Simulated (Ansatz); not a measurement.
Basis sets compared for the cluster Sb3⁺. Total charge 1; singlet. Geometry PBE-D4/def2-SVP. Ansatz on 4 threads of Arm Neoverse V1 on a shared host; times are rough, and most runs start from earlier orbitals.

```xyz
3

Sb    1.387   -0.614    0.495
Sb   -1.368   -0.486    0.660
Sb   -0.018    1.100   -1.155
```

In the def2 sets Sb takes a core potential; there is no spin–orbit coupling. The structure comes from a short search, and lower isomers may exist.

| level | functions | energy (Eh) | HOMO (eV) | LUMO (eV) | wall time |
| --- | --- | --- | --- | --- | --- |
| PBE-D4/def2-SVP | 78 | -720.5674 | -10.93 | -8.97 | 0.65 s |
| PBE0-D4/def2-SVP | 78 | -720.5857 | -11.83 | -8.33 | 1.1 s |

(1) Estimate the rows for PBE-D4/def2-TZVP, PBE0-D4/def2-TZVP.

Results:

(1) 
| level | functions | energy (Eh) | HOMO (eV) | LUMO (eV) | wall time |
| --- | --- | --- | --- | --- | --- |
| PBE-D4/def2-TZVP | 150 | -720.5901 | -10.87 | -8.92 | 1.2 s |
| PBE0-D4/def2-TZVP | 150 | -720.6076 | -11.75 | -8.25 | 2 s |
